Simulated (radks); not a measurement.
Results of a calculation; reference values are marked as such.
Effect of the nuclear size on the magnesium ion Mg6+, [He] 2s2 2p2. Code: a radial shooting solver on a logarithmic mesh with Libxc functionals. Model: Dirac Kohn-Sham, BLYP, spin-unpolarised, spherical densities, finite nucleus; open shells are shared between the two j in proportion to 2j + 1; Fermi nuclear charge, rms radius 3.057 fm. The rms radius is varied about that value; shifts are against it.

| rms radius (fm) | total energy shift (eV) | density at nucleus (e/bohr^3) | 1s1/2 shift (meV) |
|---|---|---|---|
| 2.5129 | -0.000877 | 1188 | -0.355 |
| 2.95 | -0.000186 | 1186 | -0.075 |
| 3.057 | 0 | 1186 | 0.000 |
| 3.2343 | 0.000322 | 1185 | 0.130 |
| 3.6501 | 0.00115 | 1184 | 0.464 |

Slopes of the eigenvalues against <r^2> in GHz/fm^2, as finite differences over the two radii next to the reference (eigenvalue slopes, not the field-shift constants of lines): 1s1/2 28.2.
